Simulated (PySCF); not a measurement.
Gas-phase reaction: GeH₂ + 2 GeH₃F = GeF₂ + 2 GeH₄

Method: PySCF energies plus ideal-gas RRHO corrections (1 bar). † marks an energy on the PBE0/def2-TZVP geometry and frequencies; other levels use their own. All species are closed-shell singlets. Ge: all electrons, no relativistic terms. GeH₂: computed as isolated molecules; such fragments, hydroxides, amides, oligomers or adducts are transient or little studied in the gas.

```csv
level,"ΔH°(298 K), kJ"
M06-2X/def2-TZVP†,-132
PBE/def2-SVP,-168
PBE/def2-TZVP†,-168
PBE0/def2-SVP†,?
PBE0/def2-TZVP,?
```

**Question.** Some entries are withheld; supply them.

**Answer.** 
- PBE0/def2-SVP†, ΔH°(298 K), kJ: -155
- PBE0/def2-TZVP, ΔH°(298 K), kJ: -156
